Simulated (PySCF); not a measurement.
Ionisation energy of Lu⁵⁶⁺ by level of theory

Lu⁵⁶⁺ [Ne] 3s2 3p3 [3p1/2^2 3p3/2^1, M_J = 3/2] → Lu⁵⁷⁺ [Ne] 3s2 3p2 [3p1/2^2, M_J = 0], as a difference of total energies. All numbers are calculated (PySCF 2.14, the two-component X2C-1e Hamiltonian, in an even-tempered Gaussian basis (18 s from 16 bohr⁻², ratio 2.4; 14 p from 21 bohr⁻², ratio 2.4; 4 d from 74 bohr⁻², ratio 2.6; 4 f from 110 bohr⁻², ratio 2.6)). Correlated levels: 1s2 frozen; the 54 highest virtual spinors dropped. "Screened" scales the spin-orbit matrix elements by Boettger's factors to mimic the two-electron term; Breit and QED terms are absent.

```
                    method  ionisation energy (eV)
           GHF (spin-free)                  5632.1
          GMP2 (spin-free)                  5632.5
 GHF (screened spin-orbit)                  5528.2
GMP2 (screened spin-orbit)                  5528.8
```

Breit and QED terms and the two-electron picture change are absent.

The spin-free rows relax to the high-spin LS determinant and lack the spin-orbit shift.

The labels give the starting determinants; with spin-orbit coupling the two ends relaxed to ⟨J²⟩ = 3.75, ⟨L²⟩ = 2.57, ⟨S²⟩ = 1.50 and ⟨J²⟩ = 0.00, ⟨L²⟩ = 1.35, ⟨S²⟩ = 1.35.

For comparison: 5525 ± 5 eV (theoretical estimate listed by NIST; NIST Atomic Spectra Database, ionization energies).
